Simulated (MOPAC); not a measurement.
Input for MOPAC: PM3 on CF4O2Si (a complex).

```
PM3 1SCF PRECISE CHARGE=0 THREADS=1
CF4O2Si

O      0.86698584 1    -0.27905425 1    -0.66582728 1
C      0.03998839 1     0.04391521 1     0.07756955 1
O     -0.79157941 1     0.36871643 1     0.81991630 1
F     -0.35796307 1     1.49476318 1     3.75354705 1
Si    -0.02952351 1    -0.02391539 1     3.94813233 1
F     -1.30281364 1    -0.89580062 1     3.68194004 1
F      1.11883824 1    -0.44865347 1     2.96404178 1
F      0.45610242 1    -0.25997971 1     5.42066693 1
```

The log:

```
*******************************************************************************
 **                                                                           **
 **                              MOPAC v23.2.5                                **
 **                                                                           **
 *******************************************************************************
 ** MOPAC's Digital Object Identifier: https://doi.org/10.5281/zenodo.6511958 **
 **                                                                           **
 ** Please cite the open-source release paper for use of this MOPAC version:  **
 ** J. E. Moussa and J. J. P. Stewart (2026)                                  **
 ** MOPAC: An open-source semiempirical molecular orbital program             **
 ** J. Open Source Softw., 11(119), 8025, https://doi.org/10.21105/joss.08025 **
 *******************************************************************************

                              PM3 CALCULATION RESULTS

 *******************************************************************************
 *  PM3        - The PM3 Hamiltonian to be used
 *
 *
 *
 *                 CHARGE ON SYSTEM = 0
 *
 *
 *
 *  PRECISE    - TIGHTER CRITERIA TO BE USED
 *  1SCF       - DO 1 SCF AND THEN STOP
 *  THREADS=1  - MULTI-THREADING NOT USED
 *  T=         - A TIME OF 172800.0 SECONDS REQUESTED
 *  DUMP=N     - RESTART FILE WRITTEN EVERY 7200.0 SECONDS REQUESTED
 *******************************************************************************
PM3 1SCF PRECISE CHARGE=0 THREADS=1
 CF4O2Si

   ATOM   CHEMICAL          X               Y               Z
  NUMBER   SYMBOL      (ANGSTROMS)     (ANGSTROMS)     (ANGSTROMS)

     1       O          0.86698584  *  -0.27905425  *  -0.66582728  *
     2       C          0.03998839  *   0.04391521  *   0.07756955  *
     3       O         -0.79157941  *   0.36871643  *   0.81991630  *
     4       F         -0.35796307  *   1.49476318  *   3.75354705  *
     5      Si         -0.02952351  *  -0.02391539  *   3.94813233  *
     6       F         -1.30281364  *  -0.89580062  *   3.68194004  *
     7       F          1.11883824  *  -0.44865347  *   2.96404178  *
     8       F          0.45610242  *  -0.25997971  *   5.42066693  *



          CARTESIAN COORDINATES

    NO.       ATOM           X           Y           Z

     1         O          0.8670     -0.2791     -0.6658
     2         C          0.0400      0.0439      0.0776
     3         O         -0.7916      0.3687      0.8199
     4         F         -0.3580      1.4948      3.7535
     5        Si         -0.0295     -0.0239      3.9481
     6         F         -1.3028     -0.8958      3.6819
     7         F          1.1188     -0.4487      2.9640
     8         F          0.4561     -0.2600      5.4207

  C: (PM3): J. J. P. STEWART, J. COMP. CHEM. 10, 209 (1989).
  O: (PM3): J. J. P. STEWART, J. COMP. CHEM. 10, 209 (1989).
  F: (PM3): J. J. P. STEWART, J. COMP. CHEM. 10, 209 (1989).
 Si: (PM3): J. J. P. STEWART, J. COMP. CHEM. 10, 209 (1989).

           Empirical Formula: C O2 F4 Si  =     8 atoms



      MOLECULAR POINT GROUP   :   Cs


      RHF CALCULATION, NO. OF DOUBLY OCCUPIED LEVELS = 24


 -------------------------------------------------------------------------------
 PM3 1SCF PRECISE CHARGE=0 THREADS=1
 CF4O2Si



     1SCF WAS SPECIFIED, SO BFGS WAS NOT USED
     SCF FIELD WAS ACHIEVED


                              PM3 CALCULATION
                                                       MOPAC v23.2.5 Linux




          FINAL HEAT OF FORMATION =       -472.81529 KCAL/MOL =   -1978.25918 KJ/MOL


          COSMO AREA              =        141.48 SQUARE ANGSTROMS
          COSMO VOLUME            =        131.54 CUBIC ANGSTROMS

          IONIZATION POTENTIAL    =         12.701626 EV
          HOMO LUMO ENERGIES (EV) =        -12.702  0.994
          NO. OF FILLED LEVELS    =         24
          MOLECULAR WEIGHT        =        148.0889         POINT GROUP:  Cs

          MOLECULAR DIMENSIONS (Angstroms)

            Atom       Atom       Distance
            F     8    O     1     6.10038
            F     6    F     4     2.57146
            O     3    F     7     2.20971


          SCF CALCULATIONS        =          1





   ATOM   CHEMICAL          X               Y               Z
  NUMBER   SYMBOL      (ANGSTROMS)     (ANGSTROMS)     (ANGSTROMS)

     1       O          0.86698584  *  -0.27905425  *  -0.66582728  *
     2       C          0.03998839  *   0.04391521  *   0.07756955  *
     3       O         -0.79157941  *   0.36871643  *   0.81991630  *
     4       F         -0.35796307  *   1.49476318  *   3.75354705  *
     5      Si         -0.02952351  *  -0.02391539  *   3.94813233  *
     6       F         -1.30281364  *  -0.89580062  *   3.68194004  *
     7       F          1.11883824  *  -0.44865347  *   2.96404178  *
     8       F          0.45610242  *  -0.25997971  *   5.42066693  *

                             CARTESIAN COORDINATES

   1    O        0.866985840    -0.279054250    -0.665827280
   2    C        0.039988390     0.043915210     0.077569550
   3    O       -0.791579410     0.368716430     0.819916300
   4    F       -0.357963070     1.494763180     3.753547050
   5   Si       -0.029523510    -0.023915390     3.948132330
   6    F       -1.302813640    -0.895800620     3.681940040
   7    F        1.118838240    -0.448653470     2.964041780
   8    F        0.456102420    -0.259979710     5.420666930


           Empirical Formula: C O2 F4 Si  =     8 atoms



      MOLECULAR POINT GROUP   :   Cs


                  EIGENVALUES
 -39.25865 -38.94821 -23.18807 -22.24087 -22.23727 -22.17311 -21.08869 -17.79940
 -17.78655 -17.64414 -16.96901 -16.58046 -16.52104 -16.51324 -15.76720 -15.76715
 -15.55462 -15.54672 -15.50171 -15.21063 -15.19319 -15.17945 -12.70301 -12.70163
   0.99360   1.34171   1.35059   1.92796   2.04062   2.08718   2.29471   8.05667


              NET ATOMIC CHARGES AND DIPOLE CONTRIBUTIONS

  ATOM NO.   TYPE          CHARGE      No. of ELECS.   s-Pop       p-Pop
    1          O          -0.254506        6.2545     1.84359     4.41091
    2          C           0.523304        3.4767     1.16937     2.30732
    3          O          -0.264811        6.2648     1.84461     4.42020
    4          F          -0.294784        7.2948     1.60589     5.68890
    5         Si           1.193753        2.8062     0.80958     1.99667
    6          F          -0.294947        7.2949     1.60598     5.68897
    7          F          -0.306856        7.3069     1.61337     5.69348
    8          F          -0.301153        7.3012     1.60979     5.69136
 DIPOLE           X         Y         Z       TOTAL
 POINT-CHG.    -0.078     0.035    -0.137     0.161
 HYBRID        -0.001     0.001    -0.009     0.010
 SUM           -0.079     0.036    -0.146     0.170


          ATOMIC ORBITAL ELECTRON POPULATIONS

     Atom    s        px        py        pz
    1  O   1.84359   1.38364   1.59528   1.43199
    2  C   1.16937   0.79128   0.73722   0.77882
    3  O   1.84461   1.38421   1.60010   1.43590
    4  F   1.60589   1.94764   1.78885   1.95241
    5 Si   0.80958   0.66490   0.66841   0.66336
    6  F   1.60598   1.83891   1.89994   1.95013
    7  F   1.61337   1.86208   1.94405   1.88735
    8  F   1.60979   1.93850   1.95183   1.80103

 **********************
 *                    *
 * JOB ENDED NORMALLY *
 *                    *
 **********************




 == MOPAC DONE ==
```

The run finished.

Cost: around 0.020 core-seconds (rough).
